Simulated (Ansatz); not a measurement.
Z-matrix (Å, degrees):
```
Si
Si 1 2.356
Si 1 2.725 2 54.7
O 1 1.674 2 90.2 3 0.0
H 1 1.487 2 117.6 3 -113.6
H 1 1.487 2 117.7 3 113.6
H 2 1.486 1 117.8 3 -111.9
H 2 1.486 1 117.8 3 111.9
H 3 1.487 1 123.9 2 102.1
H 3 1.487 1 123.9 2 -102.1
```

The species carries charge 0 and has multiplicity 1.

(1) List the PBE/def2-TZVPP orbital energies in eV (the Gaussian-basis code of Ansatz). (Estimate.)

Answers

(1) Computed: Occupied: -1780.28, -1780.28, -1779.57, -510.34, -137.93, -137.93, -137.37, -94.71, -94.71, -94.65, -94.65, -94.63, -94.63, -94.11, -94.09, -94.08, -24.72, -14.00, -13.75, -11.61, -10.12, -9.97, -9.95, -8.67, -8.52, -7.25, -7.08, -6.38. Lowest empty: -1.70, -1.43, -0.89, -0.14, 0.54, 0.55, 1.31, 1.35.
